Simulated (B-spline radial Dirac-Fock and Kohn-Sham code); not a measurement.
## The L1 (2s) level from Sc to Kr

These are calculated numbers from a B-spline atomic structure program; the model is ΔSCF Dirac-Fock with Breit, self-energy and vacuum polarisation, finite nucleus, configuration average. Free neutral atoms, energies in eV. The model has no electron correlation. Relaxation, Breit and QED are contributions to the binding energy. "Screened" places the removed electron in the lowest shell with room, a model of an edge from the Fermi level; tabulated edges (Elam, Ravel and Sieber 2002) are for the standard state, and for monatomic gases they compare with the unscreened value. A dash: no value, or a hole state left out as unreliable.

| Z | element | binding | relaxation | Breit | QED | screened | tabulated edge |
| --- | --- | --- | --- | --- | --- | --- | --- |
| 21 | Sc | 510.5 | -13.4 | -0.21 | -0.15 | 500.7 | 498 |
| 22 | Ti | 574.1 | -15.0 | -0.26 | -0.19 | 563.5 | 560.9 |
| 23 | V | 641.0 | -16.5 | -0.31 | -0.22 | 629.5 | 626.7 |
| 24 | Cr | 704.2 | -19.7 | -0.37 | -0.26 | 697.6 | 696 |
| 25 | Mn | 785.0 | -19.4 | -0.43 | -0.31 | 771.8 | 769.1 |
| 26 | Fe | 862.1 | -20.7 | -0.51 | -0.36 | 848.2 | 844.6 |
| 27 | Co | 942.8 | -22.1 | -0.58 | -0.41 | 928.2 | 925.1 |
| 28 | Ni | 1027.0 | -23.4 | -0.67 | -0.47 | 1011.7 | 1008.6 |
| 29 | Cu | 1106.3 | -26.3 | -0.76 | -0.54 | 1098.8 | 1096.7 |
| 30 | Zn | 1206.3 | -26.1 | -0.86 | -0.61 | 1200.9 | 1196.2 |
| 31 | Ga | 1313.7 | -26.3 | -0.97 | -0.69 | 1306.8 | 1299 |
| 32 | Ge | 1426.3 | -26.5 | -1.09 | -0.78 | 1418.0 | 1414.6 |
| 33 | As | 1544.4 | -26.8 | -1.22 | -0.87 | 1534.5 | 1527 |
| 34 | Se | 1667.8 | -27.1 | -1.37 | -0.97 | 1656.3 | 1652 |
| 35 | Br | 1796.6 | -27.4 | -1.52 | -1.08 | 1783.4 | 1782 |
| 36 | Kr | 1930.7 | -27.8 | -1.69 | -1.20 | 1927.0 | 1921 |

Q: With what power of Z do the binding energy and the Breit term grow over this range?

A: Between the end points the binding energy grows as Z^2.47 and the Breit term as Z^3.86.
